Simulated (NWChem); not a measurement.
Molecule: C4H4N2; SMILES C=C1N=CC=N1

Results from NWChem. Pople sets run with spherical d functions. Structure relaxed at the PBE0/def2-SVP level. Static field.

```
level                 isotropic polarisability (bohr³)  anisotropy (bohr³)
--------------------  --------------------------------  ------------------
PBE/6-31+G*                                       61.7                 [?]
B3LYP/6-31+G*                                     61.2                55.3
CAM-B3LYP/6-31+G*                                 60.9                56.2
Hartree-Fock/6-31+G*                              61.5                63.1
```

**Question.** Fill in the missing entries.

**Answer.** 
- PBE/6-31+G*, anisotropy (bohr³): 53.9
